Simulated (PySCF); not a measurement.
Ionisation energy of Ho³⁸⁺ by level of theory

Ho³⁸⁺ [Ar] 3d10 4s1 [4s1/2^1, M_J = 1/2] → Ho³⁹⁺ [Ar] 3d10, as a difference of total energies. All numbers are calculated (PySCF 2.14, the two-component X2C-1e Hamiltonian, in an uncontracted even-tempered set (16 s from 4.3 bohr⁻², ratio 2.8; 13 p from 5.6 bohr⁻², ratio 2.8; 8 d from 10 bohr⁻², ratio 2.8; 4 f from 23 bohr⁻², ratio 3)). Correlated levels: [Ne] frozen; the 72 highest virtual spinors dropped. "Screened" scales the spin-orbit matrix elements by Boettger's factors to mimic the two-electron term; Breit and QED terms are absent.

```
                    method  ionisation energy (eV)
           GHF (spin-free)                  1760.1
          GMP2 (spin-free)                  1761.3
 GHF (screened spin-orbit)                  1759.9
GMP2 (screened spin-orbit)                  1761.1
```

Breit and QED terms and the two-electron picture change are absent.

For comparison: 1773.6 ± 0.9 eV (semi-empirical (NIST evaluation); NIST Atomic Spectra Database, ionization energies).
